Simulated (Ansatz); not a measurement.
CH5FGeO, SMILES `O[CH](F)[GeH3]` at its PBE0-D4/def2-TZVP geometry, where that method's forces vanish. The species carries charge 0 and has multiplicity 1.

```json
{"atom": "O1", "x (Å)": "-0.667", "y (Å)": "1.106", "z (Å)": "1.028"}
{"atom": "C2", "x (Å)": "-0.392", "y (Å)": "-0.181", "z (Å)": "0.629"}
{"atom": "F3", "x (Å)": "0.384", "y (Å)": "-0.823", "z (Å)": "1.592"}
{"atom": "Ge4", "x (Å)": "0.628", "y (Å)": "-0.109", "z (Å)": "-1.077"}
{"atom": "H5", "x (Å)": "-1.274", "y (Å)": "1.088", "z (Å)": "1.776"}
{"atom": "H6", "x (Å)": "-1.302", "y (Å)": "-0.789", "z (Å)": "0.541"}
{"atom": "H7", "x (Å)": "1.029", "y (Å)": "-1.541", "z (Å)": "-1.459"}
{"atom": "H8", "x (Å)": "1.870", "y (Å)": "0.762", "z (Å)": "-0.865"}
{"atom": "H9", "x (Å)": "-0.276", "y (Å)": "0.488", "z (Å)": "-2.166"}
```

(1) For each bond, give half the difference of the two atoms' forces along it (eV/Å; positive pushes the atoms apart) under PBE-D4, r2SCAN-D4, B3LYP-D4, ωB97M-V in def2-TZVPP. (Best estimate.)

Answers

(1) Ansatz gave: 
```
  bond  length (Å)  PBE-D4  r2SCAN-D4  B3LYP-D4  ωB97M-V
 O1–C2       1.375    0.26       0.22      0.24     0.29
 O1–H5       0.964    0.40       0.02     -0.05    -0.12
 C2–F3       1.393    0.54       0.34      0.35     0.22
C2–Ge4       1.989   -0.02      -0.05      0.04    -0.11
 C2–H6       1.098    0.03      -0.10     -0.21    -0.18
Ge4–H7       1.535    0.06      -0.05     -0.03    -0.06
Ge4–H8       1.532    0.07      -0.05     -0.03    -0.07
Ge4–H9       1.536    0.05      -0.05     -0.02    -0.05
```

B3LYP here is the variant with VWN-RPA as its local correlation; programs differ in this.
